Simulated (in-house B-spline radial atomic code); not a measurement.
Configurations of Si³⁺, with energies counted from [Ne] 3s1. All numbers are computed (scalar-relativistic (X2C) wB97X, spin-polarised, spherical fractional occupations; Fermi nucleus of rms radius 3.1224 fm) with an all-electron radial atomic-structure program (B-spline basis), not measured. Caution: exact exchange at fractional occupations of open shells leaves self-interaction of up to several eV. Shells without spins written out take the highest spin.

Occupations are held fixed; configurations that lie above the ionisation limit could autoionise.

```csv
configuration,E - E(ref) (eV),highest orbital,its <r> (bohr)
"[Ne] 3p(1 up, 0 down)",11.336,3p up,2.094
[Ne] 4f1,32.743,4f up,4.817
[He] 2s2 2p5 3s1 4d1,140.47,4d up,4.805
[He] 2s1 2p6 3s1 3d1,168.29,3d up,2.19
[He] 2s1 2p6 3s1 4s1,171.24,4s up,3.666
[He] 2s1 2p6 3s1 4p1,175.99,4p up,4.134
```

(1) Order these further configurations by energy, lowest first.
A. [Ne] 4p1
B. [He] 2s1 2p6 3s1 3p1
C. [He] 2s2 2p5 3s1 4f1
D. [Ne] 4d(1 up, 0 down)
E. [Ne] 3d(0 up, 1 down)

(2) How far above the reference does [He] 2s2 2p(3 up, 2 down) 3s2 lie?

Answers

(1) E (22.623 eV), A (27.864 eV), D (32.001 eV), C (142.4 eV), B (154.87 eV).

(2) 105.16 eV; its least bound orbital is 3s down with <r> = 1.736 bohr.
